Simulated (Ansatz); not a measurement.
Isolated molecules relaxed with PBE0-D4/def2-TZVP in Ansatz; ΔE leaves out vibrations. CBS: MP2 limit from def2 TZ/QZ plus the TZ coupled-cluster correction, frozen cores. This one scheme is used for every species, atoms too. DFT in def2-TZVPP. Open shells (•) are unrestricted, without spin–orbit coupling. Spin–orbit coupling would lower the free atoms: a little for C, F, Si; clearly for Ge. For Ge outer-core shells are correlated without core-valence functions, so the limit isn't a true one: a few kJ/mol of doubt a bond, and 10 to 20 or more in all where bonds break to atoms. Scalar relativity is left out up to krypton.

`F[C]1=[CH][GeH]1[SiH3]` → 2 C• + F• + Ge• + 5 H• + Si•  (atomization)

`F[C]1=[CH][GeH]1[SiH3]`:

Z-matrix (Å, degrees):
```
Ge
Si 1 2.373
C 1 1.905 2 120.7
C 1 1.951 2 120.1 3 -46.4
H 1 1.541 2 118.0 3 158.3
H 2 1.486 1 110.2 3 -98.9
H 2 1.484 1 108.0 3 21.1
H 2 1.487 1 110.1 3 141.1
F 3 1.322 1 152.1 2 79.3
H 4 1.081 1 151.1 2 -77.9
```

| level | ΔE (kJ/mol) |
| --- | --- |
| PBE-D4 | 3435.0 |
| PBE0 | 3343.1 |
| HF/def2-TZVPP | 2353.9 |
| CCSD/def2-TZVPP | 3205.3 |
| CCSD(T)/def2-TZVPP | 3271.8 |
| HF/def2-QZVPP | 2356.8 |
| MP2/def2-QZVPP | 3376.3 |
| MP2/CBS(def2) | 3412.2 |

Task: What does CCSD(T)/CBS give? (Best estimate.)

Result: The calculation gave: +3358.5 kJ/mol. The listed levels differ from it by 76.5, -15.4, -1004.6, -153.2, -86.7, -1001.7, 17.8, 53.7 kJ/mol.

Largest T1 diagnostic among the species: 0.014.

In def2-TZVPP, CCSD(T) changes the Hartree–Fock value by +917.9 kJ/mol (the triples alone add +66.5 kJ/mol) and MP2 by +971.6 kJ/mol; breaking electron pairs costs correlation energy, which Hartree–Fock lacks. From PBE to PBE0 (25 % exact exchange), in def2-TZVPP and without D4, ΔE moves by −70.4 kJ/mol: exact exchange takes away binding that semilocal exchange gives to molecules.

For atomizations the MP2-based limit and the directly extrapolated one differ by several kJ/mol either way, and by 10 to 25 for some Ge, Se and Sn compounds, so smaller differences from it don't rank the levels.
